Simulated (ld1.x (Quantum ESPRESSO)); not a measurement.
Building the ultrasoft potential for Hf (PBE, scalar-relativistic).

The input file (ld1.x (Quantum ESPRESSO) 7.5):

```
&input
   title='Hf', zed=72., rel=1, dft='PBE', iswitch=3,
   config='[Xe] 4f14 5d2 6s2 6p0',
   nld=3, rlderiv=2.40, eminld=-5.0, emaxld=5.0, deld=0.02
 /
 &inputp
   pseudotype=3, tm=.true., lloc=-1, rcloc=1.45,
   nlcc=.true., rcore=1.20,
   which_augfun='PSQ', rmatch_augfun=1.90,
   file_pseudopw='Hf.UPF', file_wfcaegen='ae.wfc', file_wfcncgen='nc.wfc', file_beta='beta', file_chi='chi', file_wfcusgen='us.wfc'
 /
6
6S  1  0   2.00   0.00  1.95  2.20  0.0
6S  1  0   0.00   3.20  1.95  2.20  0.0
5P  2  1   6.00   0.00  1.75  1.90  0.0
6P  3  1   0.00   0.00  1.75  1.90  0.0
5D  3  2   2.00   0.00  1.65  1.95  0.0
5D  3  2   0.00   1.90  1.65  1.95  0.0
 &test
   configts(1)='5p6 5d2 6s2 6p0'
 /
```

Command:

```bash
ld1.x < Hf.in > Hf.out
```

Output (shortened: banner, matrices, multipoles, cross overlaps and the repeated all-electron block are left out):

```
[... start of the log left out ...]
     s(5S/5S) =  1.000000  <r> =   1.1348  <r2> =    1.4495  r(max) =   1.0109
     s(5P/5P) =  1.000000  <r> =   1.3423  <r2> =    2.0507  r(max) =   1.1599
     s(4D/4D) =  1.000000  <r> =   0.5352  <r2> =    0.3323  r(max) =   0.4716
     s(4F/4F) =  1.000000  <r> =   0.6773  <r2> =    0.5953  r(max) =   0.4542
     s(5D/5D) =  1.000000  <r> =   2.5139  <r2> =    7.9530  r(max) =   1.6876
     s(6S/6S) =  1.000000  <r> =   3.4500  <r2> =   13.5887  r(max) =   2.8888
     s(6P/6P) =  1.000000  <r> =   5.1293  <r2> =   30.7367  r(max) =   4.0484

     ------------------------ End of All-electron run ------------------------

     --------------------- Generating US pseudopotential ---------------------

      Generating local potential from pseudized AE potential:
      Matching radius rcloc =   1.4500

      Local pseudo, rcloc= 1.453 Estimated cut-off energy=    11.85 Ry

      Computing core charge for nlcc:

       r > 1.20 : true rho core
       r < 1.20 : rho core = a sin(br)/r    a=   9.91  b=   2.16

      Integrated core pseudo-charge :   7.86
      Wfc-us  6S rcutus= 2.222  Estimated cut-off energy=    23.91 Ry
      Wfc-us  6S rcutus= 2.222  Estimated cut-off energy=    12.56 Ry
      Wfc-us  5P rcutus= 1.912  Estimated cut-off energy=    22.91 Ry
      Wfc-us  6P rcutus= 1.912  Estimated cut-off energy=    40.45 Ry
      Wfc-us  5D rcutus= 1.961  Estimated cut-off energy=    29.20 Ry
      Wfc-us  5D rcutus= 1.961  Estimated cut-off energy=    38.53 Ry

 %%%%%%%%%%%%%%%%%%%%%%%%%%%%%%%%%%%%%%%%%%%%%%%%%%%%%%%%%%%%%%%%%%%%%%%%%%%%%%
     Error in routine find_q (1):
     problem finding q
 %%%%%%%%%%%%%%%%%%%%%%%%%%%%%%%%%%%%%%%%%%%%%%%%%%%%%%%%%%%%%%%%%%%%%%%%%%%%%%

     stopping ...
```

The run stopped because no Bessel wave vectors were found that match the logarithmic derivative at the chosen radius.

The run took about 0.17 s on one core of a shared server CPU.
